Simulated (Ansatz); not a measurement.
Mulliken charges of `O[Si](O)(Cl)[SiH2]Cl` from ωB97M-V/def2-TZVPP in Ansatz (PBE0-D4/def2-TZVP geometry).

```csv
atom,x (Å),y (Å),z (Å),charge (e)
O1,-1.545,-1.115,0.274,-0.351
Si2,-0.033,-0.537,0.496,0.604
O3,1.023,-1.752,0.275,-0.368
Cl4,0.078,0.223,2.412,-0.218
Si5,0.531,1.177,-0.985,0.202
Cl6,-0.976,2.579,-0.816,-0.226
H7,-2.277,-0.599,0.617,0.191
H8,0.896,-2.573,0.757,0.187
H9,0.570,0.716,-2.394,-0.012
H10,1.815,1.830,-0.632,-0.009
```

Question: By hand: the dipole of these point charges (1 e Å = 4.8032 D).

Answer: Σ q r = (0.166, -0.303, -0.144) e Å, of length 0.374 e Å = 1.80 D.

Question: How does the dipole of the full density compare? (Best estimate.)

Answer: The calculation gave: (-0.057, -0.282, 0.042) e Å, 1.40 D; the point charges give 1.29 times that, at 50° from its direction.

Point charges leave out the atoms' own dipoles, such as those of lone pairs, and Mulliken's split depends on the basis, so the two needn't agree.
